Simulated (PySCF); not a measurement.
Structure with atom numbers: `[F:1][C:2]([F:3])=[C:4]([F:5])[C:6]([F:7])([F:8])[F:9]`.

PySCF calculation with coordinates at the GFN2-xTB level and GIAO PBE0/pcSseg-1 shieldings; a single conformation, in vacuum, rapidly exchanging positions averaged, non-relativistic Hamiltonian.

Chemical shifts δ = σref − σ; ¹³C vs TMS; CFCl3 for ¹⁹F, all at this level.

```tsv
atoms	nucleus	count	δ (ppm)
C2	¹³C	1	168.3
F5	¹⁹F	1	-210.8
C6	¹³C	1	?
C4	¹³C	1	131.4
F3	¹⁹F	1	-93.2
F1	¹⁹F	1	?
F7/F8/F9	¹⁹F	3	-83.4
```

Fill in the missing shifts.

## Answers


- C6: 128.8 ppm, CF3 carbon; 3 electronegative neighbours deshield it
- F1: -106.9 ppm, vinylic fluorine

Shifts are as computed. Against solution values, carbons near 30 ppm lie about +3 ppm off and those near 130 ppm about +5 ppm. Of 1211 compounds with measured shifts, 218 miss one by over three times the rms of a fit or turn the order of signals round; such compounds aren't used in these exercises. Unscaled 19F shifts against computed CFCl3 carry errors that often reach 10 to 50 ppm.
